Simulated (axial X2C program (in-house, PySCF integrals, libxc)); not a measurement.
InBr⁻ along the bond: PBE50, spin-free

Computed with an in-house relativistic program for diatomic molecules. Spin-free means the one-electron spin-free X2C Hamiltonian. Basis: In dyall-acv3z [12s13p10d5f1g], Br dyall-acv3z [9s10p7d5f1g] (cores contracted in-house); Gaussian nuclei, density fitting, unrestricted open shells. Masses: In 114.904 u, Br 78.918 u.

State: M_S = 1/2, Λ = 1 (beyond evenly filled blocks: π+α). Dipoles are positive if Br is the positive end and refer to the centre of mass.

Results along the bond:

| R (Å) | μ (D) | HOMO (eV) | LUMO (eV) | ⟨S²⟩ |
| --- | --- | --- | --- | --- |
| 2.402 | 2.192 | 0.55 | 2.29 | 0.753 |
| 2.513 | 1.380 | 0.46 | 2.30 | 0.753 |
| 2.595 | 0.771 | 0.39 | 2.30 | 0.753 |
| 2.678 | 0.166 | 0.31 | 2.30 | 0.753 |
| 2.761 | -0.430 | 0.24 | 2.29 | 0.752 |
| 2.858 | -1.112 | 0.14 | 2.28 | 0.752 |
| 2.954 | -1.778 | 0.04 | 2.26 | 0.752 |
| 3.079 | -2.608 | -0.08 | 2.22 | 0.752 |
| 3.230 | -3.583 | -0.23 | 2.17 | 0.752 |
| 3.451 | -4.923 | -0.45 | 2.07 | 0.752 |

Occupations by symmetry block were frozen at the best pattern of an incomplete PBE0 search. The functionals have no current-density term, which raises determinants with orbital currents, atoms included. The highest occupied level of some functionals is positive through self-interaction error; at Hartree–Fock it is bound. The LUMO of an anion is an unbound level whose energy the basis sets.
